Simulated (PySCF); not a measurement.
A made-up structure of CH$_{3}$BZn, closed shell:

C1  (-0.789, 0.020, -0.848)
B2  (-0.025, 0.002, -0.027)
Zn3  (1.095, -0.027, 1.176)
H4  (-1.134, -0.960, -1.200)
H5  (-1.094, 1.015, -1.193)
H6  (1.947, -0.049, 2.092)
(Å)

It is relaxed with PBE-D4/def2-SVP and then PBE0-D4/def2-TZVP (PySCF 2.14 with density fitting (its default auxiliary sets; JK sets also for MP2 and CCSD(T))). Atoms count as bonded within 1.22 times the sum of their covalent radii (H–H: 0.88 Å). The end point is not checked to be a true minimum.

(1) Does its bonding change? (A judgement: the text doesn't fix the answer.)

Answers

(1) By the calculation: No: no bond forms or breaks.

Where it ends: The first stage lowers the energy by 5.64 eV in 10 steps. It ends as CH₃BZn ([CH2][B][ZnH]):
| atom | x (Å) | y (Å) | z (Å) |
| --- | --- | --- | --- |
| C1 | -0.9729 | 0.0227 | -1.0482 |
| B2 | -0.0297 | 0.0010 | -0.0338 |
| Zn3 | 1.3517 | -0.0319 | 1.4520 |
| H4 | -1.3915 | -0.8832 | -1.4813 |
| H5 | -1.3556 | 0.9463 | -1.4768 |
| H6 | 2.4028 | -0.0559 | 2.5830 |

Labels in which every atom is bracketed show which atoms are joined, not bond orders.

For scale, one of the runs: PBE0-D4/def2-TZVP relaxation, 128 basis functions, launched by `OMP_NUM_THREADS=2 python run.py`. Hardware: 2 CPU threads of an Intel Xeon, shared host. Wall time 29 s; peak host memory 1.3 GiB.
